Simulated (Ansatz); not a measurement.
CH$_{2}$ClF$_{2}$Si (`[CH2][Si](F)(F)Cl`) radical, relaxed with UKS PBE0-D4/def2-TZVP in Ansatz 0.2.0 from a PBE-D4/def2-SVP geometry. The force threshold is 0.005 eV/Å; the program also tests the step.

The species carries charge 0 and has multiplicity 2.

Start:

```xyz
7

C    -0.916   -0.616   -0.341
Si    0.591    0.294    0.144
F     1.630   -0.672    0.933
F     1.363    0.879   -1.158
Cl    0.165    1.885    1.378
H    -1.327   -1.435    0.272
H    -1.506   -0.334   -1.229
```

Question: How much energy does the relaxation release, and in how many steps? (Estimate.)

Answer: Ansatz gave: 0.09 eV, in 5 steps.

Question: Which bonds change most? (Estimate.)

Answer: The calculation gave: Si2–F3 from 1.623 to 1.580 Å; Si2–F4 from 1.623 to 1.580 Å; Si2–Cl5 from 2.058 to 2.028 Å; C1–H7 from 1.102 to 1.084 Å.

Question: Give the relaxed structure. (An estimate is asked.)

Answer: Computed: 
```xyz
7

C    -0.906   -0.611   -0.339
Si    0.586    0.295    0.145
F     1.593   -0.651    0.911
F     1.335    0.860   -1.126
Cl    0.183    1.867    1.363
H    -1.307   -1.421    0.261
H    -1.484   -0.339   -1.215
```
